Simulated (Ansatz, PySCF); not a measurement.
System: vinylidene fluoride, C2H2F2, net charge 0, singlet state. SMILES: C=C(F)F
Geometry from a B3LYP-D3(BJ)/def2-TZVP (Ansatz, an electronic-structure program) optimisation:
```
C
C 1 1.3156
F 1 1.3225 2 125.22
F 1 1.3225 2 125.22 3 -180.00
H 2 1.0775 1 119.81 3 0.00
H 2 1.0775 5 120.39 1 180.00
```
Charge 0, spin multiplicity 1.

Quantity: vertical triplet-singlet gap, E(triplet) - E(singlet), in eV. Conventions: valence correlation only; no dispersion term unless named; non-relativistic; each state is the SCF solution reached for its charge and spin; 6-31G* and kin with 6d, 5d where marked; UHF or UKS for open shells; spin-orbit terms left out; 6-311+G** with 5d. Ab initio and DFT rows: single points at B3LYP-D3(BJ) geometries (Ansatz). Levels can end on unlike triplets.

```tsv
level	program	vertical triplet-singlet gap, E(triplet) - E(singlet) (eV)
HF/6-31G*	Ansatz	4.01
HF/6-311+G**	Ansatz	3.88
PBE/6-311+G**	Ansatz	4.80
B3LYP/STO-3G	Ansatz	4.97
B3LYP/3-21G	Ansatz	4.98
B3LYP/6-31G*	Ansatz	4.90
B3LYP/6-311+G**	Ansatz	4.75
M06-2X/6-31G* (5d)	PySCF	5.08
MP2/6-31G*	Ansatz	5.21
MP2/6-311+G**	Ansatz	5.08
PBE/def2-TZVPD	Ansatz	4.79
```

No value to compare with is used here. The 10 habitual levels span 3.88 (HF/6-311+G**) to 5.21 eV (MP2/6-31G*); PBE/def2-TZVPD gives 4.79.

The levels are drawn from those run, B3LYP/6-31G* more often than the rest, none by its result; runs whose electronic state is in doubt are left out.
